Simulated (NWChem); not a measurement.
System: ZnHBr; SMILES [Br][ZnH]

The following NWChem deck was run.

```
start job
memory heap 200 mb stack 900 mb global 1100 mb
geometry units angstroms
  Zn    -0.707496    -0.220091    -0.947536
  H     -1.572612    -0.488514    -2.105424
  Br     0.598990     0.186327     0.802206
end
basis spherical
  * library def2-svp
end
dft
  xc xpbe96 cpbe96
  disp vdw 4
  iterations 150
end
driver
  maxiter 120
end
task dft optimize
task dft freq
```

Output (shortened):

```
             Northwest Computational Chemistry Package (NWChem) 7.3.0
             --------------------------------------------------------

 ORDER OF PRIMARY AXIS IS BEING SET TO 4
 C4V symmetry detected

 AUTOZ failed to generate good internal coordinates.
 Cartesian coordinates will be used in optimizations.

                             Geometry "geometry" -> ""
                             -------------------------

 Output coordinates in angstroms (scale by  1.889725989 to convert to a.u.)

  No.       Tag          Charge          X              Y              Z
 ---- ---------------- ---------- -------------- -------------- --------------
    1 Zn                  30.0000     0.00000000     0.00000000    -1.15562882
    2 H                    1.0000     0.00000000     0.00000000    -2.62572429
    3 Br                  35.0000     0.00000000     0.00000000     1.06555968

 Effective nuclear repulsion energy (a.u.)     265.9690003775

      Symmetry information
      --------------------

 Group name             C4v
 Group number             18
 Group order               8
 No. of unique centers     3

  pbe96 is a nonlocal functional; adding pw91lda local functional.

                           NWChem Geometry Optimization
                           ----------------------------

 maximum gradient threshold         (gmax) =   0.000450
 rms gradient threshold             (grms) =   0.000300
 maximum cartesian step threshold   (xmax) =   0.001800
 rms cartesian step threshold       (xrms) =   0.001200
 fixed trust radius                (trust) =   0.300000
 source of zmatrix                         =

          -------------------
          Energy Minimization
          -------------------

 Using diagonal initial Hessian

          --------
          Step   0

                                 NWChem DFT Module
                                 -----------------

 Summary of "ao basis" -> "ao basis" (spherical)
 ------------------------------------------------------------------------------
       Tag                 Description            Shells   Functions and Types
 ---------------- ------------------------------  ------  ---------------------
 Zn                         def2-svp                11       31   5s3p2d1f
 H                          def2-svp                 3        5   2s1p
 Br                         def2-svp                12       32   5s4p3d

      Symmetry analysis of basis
      --------------------------

        a1         26
        a2          0
        b1          6
        b2          6
        e          30

            General Information
            -------------------
          SCF calculation type: DFT
          Wavefunction type:  closed shell.
          No. of atoms     :     3
          No. of electrons :    66
           Alpha electrons :    33
            Beta electrons :    33
          Charge           :     0
          Spin multiplicity:     1
          Use of symmetry is: on ; symmetry adaption is: on
          Maximum number of iterations: 150
          AO basis - number of functions:    68
                     number of shells:    26
          Convergence on energy requested:  1.00D-06
          Convergence on density requested:  1.00D-05
          Convergence on gradient requested:  5.00D-04

              XC Information
              --------------
          PerdewBurkeErnzerhof Exchange Functional  1.000
            Perdew 1991 LDA Correlation Functional  1.000 local
           PerdewBurkeErnz. Correlation Functional  1.000 non-local

             Grid Information
             ----------------
          Grid used for XC integration:  medium
          Radial quadrature: Mura-Knowles
          Angular quadrature: Lebedev.
          Tag              B.-S. Rad. Rad. Pts. Rad. Cut. Ang. Pts.
          ---              ---------- --------- --------- ---------
          Zn                  1.35      112           8.0       590
          H                   0.35       45          10.0       434
          Br                  1.15      112          10.0       590
          Grid pruning is: on
          Number of quadrature shells:   269
          Spatial weights used:  Erf1

           DFT-D3BJ Model
          s6 scale factor  :        1.000000000000
          s8 scale factor  :        0.787500000000
          a1 parameter     :        0.428900000000
          a2 parameter     :        4.440700000000
              vdW contrib  :       -0.001571794079

      Superposition of Atomic Density Guess
      -------------------------------------

 Sum of atomic energies:       -4350.14656745

      Non-variational initial energy
      ------------------------------

 Total energy =   -4350.466505
 1-e energy   =   -6597.357029
 2-e energy   =    1980.921524
 HOMO         =      -0.385720
 LUMO         =       0.031088

      Symmetry analysis of molecular orbitals - initial
      -------------------------------------------------

 !! scf_movecs_sym_adapt:   12 vectors were symmetry contaminated

  Symmetry fudging

 !! scf_movecs_sym_adapt:   12 vectors were symmetry contaminated

  Numbering of irreducible representations:

     1 a1          2 a2          3 b1          4 b2          5 e

[...]

      ----------------------
      Optimization converged
      ----------------------

  Step       Energy      Delta E   Gmax     Grms     Xrms     Xmax
  ---- ---------------- -------- -------- -------- -------- --------
@    5   -4352.95909652 -1.9D-08  0.00001  0.00000  0.00011  0.00027
                                     ok       ok       ok       ok

                         Geometry "geometry" -> "geometry"
                         ---------------------------------

 Output coordinates in angstroms (scale by  1.889725989 to convert to a.u.)

  No.       Tag          Charge          X              Y              Z
 ---- ---------------- ---------- -------------- -------------- --------------
    1 Zn                  30.0000     0.00000000     0.00000000    -1.14580553
    2 H                    1.0000     0.00000000     0.00000000    -2.67513323
    3 Br                  35.0000     0.00000000     0.00000000     1.10514533

 Effective nuclear repulsion energy (a.u.)     262.1250792170

      Symmetry information
      --------------------

 Group name             C4v
 Group number             18
 Group order               8
 No. of unique centers     3

 ==============================================================================
                                internuclear distances
 ------------------------------------------------------------------------------
       center one      |      center two      | atomic units |  angstroms
 ------------------------------------------------------------------------------
    2 H                |   1 Zn               |     2.89001  |     1.52933
    3 Br               |   1 Zn               |     4.25368  |     2.25095
 ------------------------------------------------------------------------------
                         number of included internuclear distances:          2
 ==============================================================================

[second-derivative integrals and response iterations left out]

  Vibrational analysis via the FX method

  See chapter 2 in "Molecular Vibrations" by Wilson, Decius and Cross

  Vib: Default input used

 ---------------------------- Atom information ----------------------------
     atom    #        X              Y              Z            mass
 --------------------------------------------------------------------------
    Zn       1  0.0000000D+00  0.0000000D+00 -2.1652585D+00  6.3929100D+01
    H        2  0.0000000D+00  0.0000000D+00 -5.0552688D+00  1.0078250D+00
    Br       3  0.0000000D+00  0.0000000D+00  2.0884219D+00  7.9916500D+01
 --------------------------------------------------------------------------

[unprojected Hessian and modes left out]

[...]

 Rotational Constants
 --------------------
 A=   0.000000 cm-1  (  0.000000 K)
 B=   0.089816 cm-1  (  0.129223 K)
 C=   0.089816 cm-1  (  0.129223 K)

 Temperature                      =   298.15K
 frequency scaling parameter      =   1.0000

 Linear Molecule

 Zero-Point correction to Energy  =    4.293 kcal/mol  (  0.006842 au)
 Thermal correction to Energy     =    6.406 kcal/mol  (  0.010209 au)
 Thermal correction to Enthalpy   =    6.998 kcal/mol  (  0.011153 au)

 Total Entropy                    =   61.390 cal/mol-K
   - Translational                =   40.804 cal/mol-K (mol. weight = 144.8534)
   - Rotational                   =   17.368 cal/mol-K (symmetry #  =        1)
   - Vibrational                  =    3.218 cal/mol-K

 Cv (constant volume heat capacity) =    9.534 cal/mol-K
   - Translational                  =    2.979 cal/mol-K
   - Rotational                     =    1.986 cal/mol-K
   - Vibrational                    =    4.568 cal/mol-K

[normal modes left out]

 ----------------------------------------------------------------------------
 Normal Eigenvalue ||           Projected Infra Red Intensities
  Mode   [cm**-1]  || [atomic units] [(debye/angs)**2] [(KM/mol)] [arbitrary]
 ------ ---------- || -------------- ----------------- ---------- -----------
    1       -0.000 ||    0.000342           0.008         0.333       0.129
    2       -0.000 ||    0.000292           0.007         0.285       0.110
    3        0.000 ||    0.000342           0.008         0.333       0.129
    4        0.000 ||    0.000292           0.007         0.285       0.110
    5        0.000 ||    0.000000           0.000         0.000       0.000
    6      309.005 ||    0.020422           0.471        19.909       7.717
    7      410.518 ||    0.064389           1.486        62.770      24.332
    8      410.607 ||    0.064389           1.486        62.770      24.332
    9     1874.431 ||    0.087693           2.023        85.488      33.139
 ----------------------------------------------------------------------------
```

Level: PBE-D3(BJ)/def2-SVP. This build's default masses of Se (78.918 u) and Br (79.917 u) are each other's, which moves their modes by up to 0.6 %.
